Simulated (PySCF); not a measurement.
Al²⁺: excitation energy

Al²⁺ [Ne] 3s1 (2S) → Al²⁺ [Ne] 3p1 (2P), as a difference of total energies. Computed with PySCF 2.14 in x2c-TZVPPall with one added diffuse shell each of s, p, d type (6s6p4d1f, 51 functions), with scalar relativity by spin-free X2C-1e. Correlated levels: valence and next inner shell: 1s2 frozen. The calculations carry no spin-orbit coupling.

```json
{"method": "UHF", "excitation energy (eV)": "6.582"}
{"method": "MP2 (valence and next inner shell)", "excitation energy (eV)": "6.686"}
{"method": "SCS-MP2 (valence and next inner shell)", "excitation energy (eV)": "6.665"}
{"method": "CCSD (valence and next inner shell)", "excitation energy (eV)": "6.688"}
{"method": "CCSD(T) (valence and next inner shell)", "excitation energy (eV)": "6.690"}
```

Task: How much does correlation contribute at CCSD(T) (valence and next inner shell)?

Result: 6.690 − (6.582) = 0.108 eV, measured against UHF.

A first-order spin-orbit estimate (lowest level to lowest level, LS coupling) adds -0.015 eV.
